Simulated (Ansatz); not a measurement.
**Which isomer of CH5BO3 gives these data?**

These gas-phase data were calculated for one isomer of CH5BO3 at PBE0-D4/def2-SVP (harmonic, unscaled wavenumbers; equilibrium rotational constants with average atomic masses):

```
rotational constants            : 9.307, 4.076, 2.887 GHz
all wavenumbers above 1500 cm⁻¹ : 3953, 3932, 3150, 3081, 3006, 1522, 1507
```

Candidates:

(1) `COB(O)O`, a singlet
(2) `OBOCO`, a singlet

Q: Which candidate do the data belong to?

A: Candidate (1). No mode falls between 2350 and 2900 cm⁻¹, where the B–H stretch of (2) would stand.

The same quantities for all candidates:

|  | rotational constants (GHz) | wavenumbers above 1500 cm⁻¹ | E above the lowest, PBE0-D4/def2-SVP (kcal/mol) |
| --- | --- | --- | --- |
| (1) | 9.307, 4.076, 2.887 | 3953, 3932, 3150, 3081, 3006, 1522, 1507 | 0.0 |
| (2) | 8.806, 4.585, 3.25 | 3859, 3756, 3119, 3059, 2657, 1517 | 36.2 |

Harmonic stretches to hydrogen usually lie a few per cent above observed fundamentals. Each candidate is one conformer. Programs: Ansatz 0.2.0.
